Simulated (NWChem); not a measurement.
Species: C5H5N; SMILES C1=CC(=C)N=C1

```xyz
11

C      0.0139    -2.0674     0.0000
C      0.0127    -0.7235     0.0000
C      1.1686     0.1848     0.0000
C      0.6576     1.4381     0.0000
C     -0.8044     1.2730     0.0000
N     -1.1910     0.0317     0.0000
H      0.9393    -2.6353     0.0000
H     -0.9229    -2.6151     0.0000
H      2.2075    -0.1203     0.0000
H      1.1925     2.3801     0.0000
H     -1.5262     2.0866     0.0000
```
Atoms are numbered in this order, from 1.

Results from NWChem. Geometry: optimised at B3LYP/6-31G* (spherical d). GIAO values for the isolated, static molecule; σ is the absolute isotropic shielding, δ = σ(reference) − σ with the isolated reference molecule computed at the same levels (13C: tetramethylsilane, 1H: tetramethylsilane, 15N: ammonia).

```json
[
 {"level": "PBE/pcSseg-1", "δ C1 (ppm)": "?", "δ C3 (ppm)": "?", "δ N6 (ppm)": "?", "δ H8 (ppm)": "6.52", "δ H9 (ppm)": "?", "δ H10 (ppm)": "6.65", "δ H11 (ppm)": "?"},
 {"level": "BHandHLYP/pcSseg-1", "δ C1 (ppm)": "136.9", "δ C3 (ppm)": "147.5", "δ N6 (ppm)": "370.3", "δ H8 (ppm)": "6.56", "δ H9 (ppm)": "7.27", "δ H10 (ppm)": "6.67", "δ H11 (ppm)": "8.17"},
 {"level": "KT2/pcSseg-1", "δ C1 (ppm)": "125.2", "δ C3 (ppm)": "131.2", "δ N6 (ppm)": "333.0", "δ H8 (ppm)": "6.33", "δ H9 (ppm)": "6.92", "δ H10 (ppm)": "6.56", "δ H11 (ppm)": "7.92"}
]
```

Q: Some entries are withheld; supply them.

A: 
- PBE/pcSseg-1, δ C1 (ppm): 135.1
- PBE/pcSseg-1, δ C3 (ppm): 141.0
- PBE/pcSseg-1, δ N6 (ppm): 359.6
- PBE/pcSseg-1, δ H9 (ppm): 7.06
- PBE/pcSseg-1, δ H11 (ppm): 8.10
